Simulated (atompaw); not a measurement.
## Before and after: PAW (atompaw) potential for tin

| Item | Value |
| --- | --- |
| Element | Sn |
| Generator | atompaw 4.2.0.5 |
| Type | PAW |
| Functional | PBEsol |
| Relativity | scalar-relativistic |
| Frozen core | [Kr] 4d10 |
| Valence charge | 4 |
| Reference configuration | 5s1.5 5p2.5 |
| Partial waves | 5s (bound): rc 2.95 bohr; 5s channel at 1.35 Ry: rc 2.95 bohr; 5p (bound): rc 2.95 bohr; 5p channel at 2.5 Ry: rc 2.95 bohr; 5d channel at 0.05 Ry: rc 2.95 bohr; 5d channel at 1.6 Ry: rc 2.85 bohr |
| Local potential | vpsmatchnc scheme with l = 3 at 0 Ry, radius 2.65 bohr |
| Core correction | smooth core density matched at 2.30 bohr |
| Augmentation charge | besselshape compensation charge, radius 2.60 bohr; PAW radius 2.95 bohr; waves and projectors: custom rrkj gramschmidtortho |

Change: reference 5s2 5p0; removed wave 5d channel at 1.6 Ry: rc 2.85 bohr.

Cutoffs: the cutoffs (Ry, on a coarse ladder) from which the occupation-weighted sum of valence levels, in a spherical-Bessel basis at the reference potential, stays within 10 and 1 mRy of its value at 400 Ry; they do not see the model core or the augmentation charge, which bear on the density cutoff.

Q: What does the change do?

A: Both files are very soft, the changed one slightly softer (loose and tight cutoff 6 and 8 Ry → 6 and 6 Ry on this coarse ladder); both files keep a bound ghost (s); the range in which the s phases agree widens (upper end 2.5 → 4.6); the range in which the p phases agree narrows (upper end 2.1 → -0.3).

| quantity | base | changed |
| --- | --- | --- |
| cutoff, loose | 6 Ry | 6 Ry |
| cutoff, tight | 8 Ry | 6 Ry |
| bound ghosts | s | s |
| s: phases at 2.96 bohr within 0.05 rad from the reference energy up to (Ry; the scan ends near 5) | 2.5 | 4.6 |
| p: phases at 2.96 bohr within 0.05 rad from the reference energy up to (Ry; the scan ends near 5) | 2.1 | -0.3 |
| d: phases at 2.96 bohr within 0.05 rad from the reference energy up to (Ry; the scan ends near 5) | n/a | 0.8 |
| lowest overlap eigenvalue by channel | s 0.30, p 0.38, d 0.88 | s 0.04, p 0.44, d 0.73 |

 A true bound ghost makes a file unfit for plane-wave use even where its test errors are small: the radial tests pick states by their node count and pass the ghost by. The cutoffs see the waves, projectors and local potential, not the compensation charge or the core.
